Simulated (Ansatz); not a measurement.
Input for Ansatz (a quantum-chemistry and plane-wave program): U-B3LYP/def2-TZVPP on GeH3O3 (SMILES [OH][Ge]([OH])[OH]).

Ansatz 0.2 input:
```yaml
crystal:
  periodic: [false, false, false]
  atoms:
    - {symbol: O, position_ang: [-1.00484998, -1.06018874, -0.79520945]}
    - {symbol: Ge, position_ang: [-0.21506950, -0.07633105, 0.47968482]}
    - {symbol: O, position_ang: [-0.32904980, 1.62889466, -0.06453049]}
    - {symbol: O, position_ang: [1.52692344, -0.50021382, 0.42894984]}
    - {symbol: H, position_ang: [-1.90153802, -0.75166525, -0.99201195]}
    - {symbol: H, position_ang: [0.25046350, 2.21457305, 0.44449609]}
    - {symbol: H, position_ang: [1.67302036, -1.45506885, 0.49872113]}
basis:
  gaussian:
    orbitals: def2-TZVPP
hamiltonian:
  xc: {name: B3LYP}
magnetization: {spin_polarized: true, initial_magnetization: 1}
```

Program output:

```
WARN ansatz: RAYON_NUM_THREADS=4 ignored (pool sized by the plan → 4); use --threads N
Functional definition: B3LYP
integrals: 0.09 GiB planned
1019 factors; their error is unknown
mean field: 1.18 GiB planned
mean field evaluation 1: about -62697.9689 eV, gradient 7.0e1 eV
mean field evaluation 2: about -62647.2540 eV, gradient 1.3e2 eV
mean field evaluation 4: about -62713.2875 eV, gradient 3.4e0 eV
mean field evaluation 8: about -62713.3260 eV, gradient 5.7e-2 eV
mean field evaluation 16: about -62713.5509 eV, gradient 6.4e-4 eV
mean field -62713.55090089 eV, -2304.6804868360 hartree, gradient 1.3e-5 eV, S^2 0.753289; 0 other end points of the search recorded, 0 dependent functions left out
reference -62713.55112136 eV, -2304.6804949382 hartree; 30, 29 occupied and 153, 154 virtual orbitals, 1019 factors
Total energy: -62713.55112136 eV, -2304.6804949382 hartree
```

The run converged.

Cost: very roughly 10 core-seconds.
